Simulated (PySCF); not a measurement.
Species: C₆H₁₀O.
SMILES: `C1CC[C@H]2O[C@H]2C1`

The closed-shell SCF was solved with PySCF and density fitting under several settings on one GFN2-xTB geometry (grid level 2 and gas phase unless stated).

```csv
settings,basis functions,SCF cycles,E (Eh),HOMO (eV),LUMO (eV),dipole (D)
PBE0/pcSseg-1,169,12,-309.4529,-7.59,1.45,1.91
CAM-B3LYP/def2-SVPD,223,12,-309.4792,-9.14,1.39,2.00
"KT2/aug-cc-pVDZ, IEF-PCM benzene, damping 0.1 at the start, DIIS from the seventh cycle",251,27,-315.1373,-6.19,-0.34,1.99
PBE0/6-31G*,118,12,-309.4874,-7.33,2.76,1.82
"wB97X/6-311+G(2d,p), energy threshold 1e-08 Eh",249,9,-309.8646,-10.09,1.96,1.94
```

Problem. Estimate the rows for these settings: (1) CAM-B3LYP/STO-3G, fitting basis def2-qzvpp-jkfit, energy threshold 1e-11 Eh; (2) PBE0/6-31G*, IEF-PCM methanol, grid level 4.

Solution. 
```tsv
settings	basis functions	SCF cycles	E (Eh)	HOMO (eV)	LUMO (eV)	dipole (D)
CAM-B3LYP/STO-3G, fitting basis def2-qzvpp-jkfit, energy threshold 1e-11 Eh	45	10	-305.8245	-5.78	8.27	1.34
PBE0/6-31G*, IEF-PCM methanol, grid level 4	118	12	-309.4922	-7.43	2.94	2.36
```

Problem. Over all rows, what range does the HOMO–LUMO gap span?

Solution. From 5.85 eV (KT2/aug-cc-pVDZ, IEF-PCM benzene, damping 0.1 at the start, DIIS from the seventh cycle) to 14.05 eV (CAM-B3LYP/STO-3G, fitting basis def2-qzvpp-jkfit, energy threshold 1e-11 Eh). The functional of the narrowest has no exact exchange, that of the widest range-separated exact exchange.

Problem. Compare two rows with the functional CAM-B3LYP: CAM-B3LYP/STO-3G, fitting basis def2-qzvpp-jkfit, energy threshold 1e-11 Eh and CAM-B3LYP/def2-SVPD. Which energy is lower, and by how much?

Solution. CAM-B3LYP/def2-SVPD (223 functions) lies 3.6547 Eh or 2293 kcal/mol below CAM-B3LYP/STO-3G, fitting basis def2-qzvpp-jkfit, energy threshold 1e-11 Eh (45 functions).

Cycle counts include a coarse-grid stage where the run had one. All basis functions are spherical, in the Pople sets too. KT2 was designed for NMR shieldings or shifts; total energies of different functionals aren't comparable. One conformer (not necessarily the lowest) at the GFN2-xTB geometry, without vibrations or thermal averaging.
